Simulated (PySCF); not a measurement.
Species: C3H6O2Si.
Geometry (PBE0-D3(BJ)/def2-SVP, Å), atoms numbered from 1 in this order:
```
atom  x, y, z in Å
C1     2.1798    1.2604   -0.9454
C2     1.5099    0.4224   -0.3696
Si3    0.4920   -0.8374    0.5071
O4     0.7700   -2.3492   -0.0850
O5    -1.0961   -0.4512    0.2633
C6    -1.6736    0.8232    0.3275
H7     2.7776    1.9973   -1.4527
H8     0.8609   -0.8831    1.9407
H9     0.6307   -2.4724   -1.0287
H10   -2.6689    0.7841   -0.1403
H11   -1.8017    1.1599    1.3718
H12   -1.0703    1.5793   -0.2065
```

Theory: PBE0-D3(BJ)/def2-SVP geometry optimisation, gas phase (PySCF 2.14.0).

Masses are those of the commonest isotopes; rigid-rotor values at the optimised geometry. The values belong to one conformer with, in the numbering `[CH:1]#[C:2][Si@H:3]([OH:4])[O:5][CH3:6]`, C2–Si3–O4–H -56°, C2–Si3–O5–C6 -43°.

Task: What are A, B and C (cm⁻¹)?

Result: Ia = 159.88, Ib = 192.64, Ic = 323.99 u·Å²; 505379 MHz·u·Å²/I gives 3161, 2624 and 1560 MHz, that is A = 0.10544, B = 0.08751, C = 0.05203 cm⁻¹.

Task: Classify the top.

Result: An asymmetric top: κ = (2 × 2624 − 3161 − 1560)/(3161 − 1560) = 0.33.

Task: What does the inertial defect say?

Result: Not planar: Δ = Ic − Ia − Ib = -28.52 u·Å². For a rigid frame Δ = −2 Σ m c², so Σ m c² = 14.26 u·Å² lies off the ab plane: 6.87 from hydrogen and 7.39 from heavier atoms. The atom farthest from that plane is 1.85 Å away.

Task: List the rotational levels J(Ka,Kc) to J = 5 (MHz).

Result: Above 0(0,0):
J = 1: 1(0,1) 4183, 1(1,1) 4721, 1(1,0) 5785
J = 2: 2(0,2) 11866, 2(1,2) 12024, 2(1,1) 15215, 2(2,1) 16828, 2(2,0) 17512
J = 3: 3(0,3) 22597, 3(1,3) 22628, 3(1,2) 28661, 3(2,2) 29378, 3(2,1) 31881, 3(3,1) 35076, 3(3,0) 35424
J = 4: 4(0,4) 36396, 4(1,4) 36401, 4(1,3) 45319, 4(2,3) 45521, 4(2,2) 50810, 4(3,2) 52642, 4(3,1) 54361, 4(4,1) 59534, 4(4,0) 59683
J = 5: 5(0,5) 53303, 5(1,5) 53304, 5(1,4) 64934, 5(2,4) 64976, 5(2,3) 73420, 5(3,3) 74142, 5(3,2) 78411, 5(4,2) 81913, 5(4,1) 82916, 5(5,1) 90257, 5(5,0) 90313

Task: Which types of transition are allowed, and where do some lines up to J = 3 fall?

Result: The dipole components are |μa| = 0.75 D, |μb| = 1.97 D, |μc| = 1.03 D. The squared components, which scale the intensities, stand as 0.14 : 1.00 : 0.28 (a : b : c). Some lines, for components of 0.1 D or more:

| type | branch | J(Ka,Kc) | MHz | lower level (cm⁻¹) |
| --- | --- | --- | --- | --- |
| a | Q | 2(2,0) ← 2(2,1) | 684 | 0.561 |
| a | Q | 1(1,0) ← 1(1,1) | 1064 | 0.157 |
| b | Q | 3(2,1) ← 3(1,2) | 3220 | 0.956 |
| b | Q | 2(2,1) ← 2(1,2) | 4804 | 0.401 |
| a | R | 2(1,2) ← 1(1,1) | 7303 | 0.157 |
| a | R | 2(0,2) ← 1(0,1) | 7683 | 0.140 |
| b | R | 2(1,2) ← 1(0,1) | 7841 | 0.140 |
| b | R | 2(2,1) ← 1(1,0) | 11043 | 0.193 |
| b | R | 2(2,0) ← 1(1,1) | 12791 | 0.157 |
| c | R | 3(1,2) ← 2(0,2) | 16795 | 0.396 |
| c | R | 3(3,0) ← 2(2,0) | 17913 | 0.584 |
| b | R | 3(3,0) ← 2(2,1) | 18597 | 0.561 |

Task: Estimate the classical rotational partition function at 25 K, 50 K and 100 K.

Result: Point group C1, symmetry number σ = 1; q = (√π/σ)·√((kT/h)³/(ABC)), k/h = 20836.6 MHz/K: 5860 at 25 K, 16600 at 50 K, 46900 at 100 K.

No frequency check. No vibrational averaging or centrifugal distortion is included, and the geometry carries the error of its method. A rigid rotor knows nothing of internal rotation, which can split or shift real lines.

The run took 91 s wall on one thread, Arm Neoverse N1 (aarch64), on a shared host, and the process peaked at 0.53 GiB of memory. That covers the optimisation of the geometry.
